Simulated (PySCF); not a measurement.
C₃H₃ClF₂, SMILES F[C@@H]1[C@H](F)[C@H]1Cl.

Geometry optimised at PBE0-D3(BJ)/def2-SVP. The structure was generated by enumeration; whether it is a known compound was not checked.

Calculation: CAM-B3LYP/def2-TZVP (PySCF).

Symmetry labels are those of the subgroup Cs that the program uses (full group Cs).

Computed valence orbital energies around the gap with their symmetry:
```tsv
orbital	symmetry	energy (eV)
HOMO−7	A"	-15.18
HOMO−6	A'	-13.87
HOMO−5	A"	-13.68
HOMO−4	A'	-13.18
HOMO−3	A"	-11.89
HOMO−2	A'	-11.19
HOMO−1	A'	-9.86
HOMO	A"	-9.66
LUMO	A'	1.09
LUMO+1	A'	2.41
LUMO+2	A'	2.64
LUMO+3	A"	3.23
```
